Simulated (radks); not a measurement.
Results of a calculation; reference values are marked as such.
Spin polarisation of the 5s1 shell in neutral rubidium. Start: [Kr] 5s(up 0.5, down 0.5); electrons of 5s are moved from spin down to spin up, other shells keep equal spins. Level of theory: scalar-relativistic Kohn-Sham, LDA (Slater exchange, Perdew-Wang correlation), spin-polarised, spherical densities, point nucleus (a radial shooting solver on a logarithmic mesh with Libxc functionals).

| moment (Bohr magnetons) | E - E(0) (eV) | e(5s up) (eV) | e(5s down) (eV) | 4p down minus up (eV) | 4s down minus up (eV) | 3d down minus up (eV) |
|---|---|---|---|---|---|---|
| 0 | 0.000 | -2.363 | -2.363 | 0.000 | 0.000 | 0.000 |
| 0.25 | -0.008 | -2.422 | -2.295 | 0.018 | 0.009 | 0.003 |
| 0.5 | -0.032 | -2.472 | -2.214 | 0.036 | 0.019 | 0.006 |
| 0.75 | -0.073 | -2.514 | -2.122 | 0.055 | 0.028 | 0.008 |
| 1 | -0.130 | -2.546 | -1.987 | 0.073 | 0.038 | 0.011 |

At moment 1 the spin-polarisation energy is -0.130 eV and the 5s exchange splitting 0.560 eV, that is 0.560 eV per Bohr magneton; E = -I m^2/4 would give I = 0.522 eV.
